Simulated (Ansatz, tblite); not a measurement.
Isomers of Mg$_{7}$O$_{8}$ (singlet), found by a short tight-binding search and relaxed with r2SCAN-D4/def2-SVP in Ansatz.

The xTB rows come from tblite.

A: It holds 1 O–O bond. B: The restricted singlet is unstable towards broken spin symmetry in Hartree–Fock (as tested in another run); at PBE-D4/def2-TZVP, r2SCAN-D4/def2-TZVP, PBE0-D4/def2-TZVP this wasn't settled. It holds 1 O–O bond.

Other spin states weren't relaxed.

A:

```
atom   x (Å)   y (Å)   z (Å)
 Mg1   2.574  -0.152  -0.385
 Mg2  -0.481  -0.178   1.436
 Mg3  -2.753  -0.346   3.731
 Mg4   1.493   0.385  -3.331
 Mg5  -0.715   0.261  -1.298
 Mg6   4.799  -0.135  -1.742
 Mg7  -3.575   0.137   1.030
  O8  -1.949   0.928   0.221
  O9  -2.076  -0.624  -0.017
 O10  -0.296   0.500  -3.094
 O11  -4.262  -0.065   2.711
 O12   3.092   0.117  -2.454
 O13   4.423  -0.370   0.025
 O14  -1.019  -0.404   3.191
 O15   0.745  -0.054  -0.024
```

B:

| atom | x (Å) | y (Å) | z (Å) |
| --- | --- | --- | --- |
| Mg1 | 0.650 | -3.095 | -2.454 |
| Mg2 | -1.985 | -3.286 | -3.525 |
| Mg3 | 2.407 | 1.961 | 2.527 |
| Mg4 | 0.491 | 3.837 | 3.492 |
| Mg5 | 0.986 | -0.365 | 0.023 |
| Mg6 | -0.417 | 1.634 | 1.269 |
| Mg7 | -1.327 | -0.986 | -1.312 |
| O8 | 1.521 | 0.905 | 1.306 |
| O9 | -1.041 | -0.184 | 0.554 |
| O10 | -0.326 | -4.086 | -3.644 |
| O11 | 2.264 | 3.365 | 3.693 |
| O12 | 0.617 | -1.696 | -1.257 |
| O13 | -2.457 | -1.881 | -2.474 |
| O14 | -0.645 | 0.811 | -0.595 |
| O15 | -0.737 | 3.066 | 2.399 |

Task: Estimate which lies lowest at each level, and how far above it the others are (eV).

Result: 
```csv
level,A,B
GFN1-xTB,0.19,0.00
GFN2-xTB,0.17,0.00
PBE-D4/def2-TZVP,0.67,0.00
r2SCAN-D4/def2-TZVP,0.74,0.00
PBE0-D4/def2-TZVP,0.75,0.00
```
Point groups (tolerance 0.1 Å): A Cs, B C2v. Lower isomers may exist.
